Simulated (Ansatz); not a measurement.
Calculated with Ansatz (gas phase, PBE0-D4/def2-TZVP geometries, no zero-point term in ΔE). CCSD(T)/CBS is the MP2 limit (def2-TZVPP, def2-QZVPP) plus CCSD(T) − MP2 in def2-TZVPP, frozen cores. DFT in def2-TZVPP. B3LYP here is the variant with VWN-RPA as its local correlation; programs differ in this. One conformer a species, not always the lowest.

`CNBCN` + `C=C(N)N` → `C=C(N)NC` + `NBCN`  (substitution at a C–N bond)

Question: Is it downhill or uphill in electronic energy at CCSD(T)/CBS, and by how much? (Estimate.)

Answer: Ansatz gave: Uphill: ΔE = +3.4 kJ/mol.

Question: What do these levels give: r2SCAN-D4, PBE0-D4, ωB97M-V, B2PLYP, r2SCAN, B3LYP, HF/def2-TZVPP, MP2/def2-TZVPP, SCS-MP2/def2-TZVPP, CCSD/def2-TZVPP, MP2/def2-QZVPP, HF/CBS(def2)? (Estimate.)

Answer: The calculation gave: r2SCAN-D4 3.1, PBE0-D4 3.6, ωB97M-V 2.7, B2PLYP 3.8, r2SCAN 3.4, B3LYP 5.1, HF/def2-TZVPP 4.0, MP2/def2-TZVPP 1.7, SCS-MP2/def2-TZVPP 2.6, CCSD/def2-TZVPP 3.4, MP2/def2-QZVPP 2.0, HF/CBS(def2) 4.2 kJ/mol.

Largest T1 diagnostic among the species: 0.011.
